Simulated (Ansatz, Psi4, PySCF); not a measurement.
System: C₂H₆BO (charge 0, doublet). SMILES: [B](C)OC
Geometry from a B3LYP-D3(BJ)/def2-TZVP (Ansatz, a program for electronic structure) optimisation:
```xyz
10

C      1.9177    -0.3018    -0.5644
B      0.6518     0.1803     0.2116
O     -0.5976    -0.1244    -0.1357
C     -1.7587     0.3149     0.5719
H      2.5742    -0.8746     0.0960
H      1.6617    -0.9218    -1.4306
H      2.5042     0.5550    -0.9064
H     -1.4813     0.9296     1.4292
H     -2.3099    -0.5635     0.9068
H     -2.3811     0.8906    -0.1128
```
Charge 0, spin multiplicity 2.

Quantity: size of the dipole moment, in D. Terms: spin-orbit terms left out; non-relativistic; 6-311+G** with 5d; open shells spin-unrestricted; six Cartesian d functions in 6-31G* and its kin unless marked 5d; dispersion terms only where a functional's name holds one; LANL2DZ all-electron up to Ne. Ab initio and DFT rows: single points at B3LYP-D3(BJ) geometries (Ansatz).

```json
[
 {"level": "PBE/STO-3G", "program": "Ansatz", "size of the dipole moment (D)": "1.58"},
 {"level": "PBE/3-21G", "program": "Ansatz", "size of the dipole moment (D)": "1.35"},
 {"level": "B3LYP/LANL2DZ", "program": "Ansatz", "size of the dipole moment (D)": "1.16"},
 {"level": "B3LYP/6-31G", "program": "Ansatz", "size of the dipole moment (D)": "1.24"},
 {"level": "wB97X-D/6-311+G**", "program": "Psi4", "size of the dipole moment (D)": "1.10"},
 {"level": "B3PW91/6-31G* (5d)", "program": "PySCF", "size of the dipole moment (D)": "1.13"}
]
```

No value to compare with is used here. The 6 habitual levels span 1.10 (wB97X-D/6-311+G**) to 1.58 D (PBE/STO-3G).

The levels are drawn from those run, B3LYP/6-31G* more often than the rest, none by its result; left out are runs that failed, that the program found above a lower state of the same kind, or whose <S^2> lies over 0.5 above the pure value.
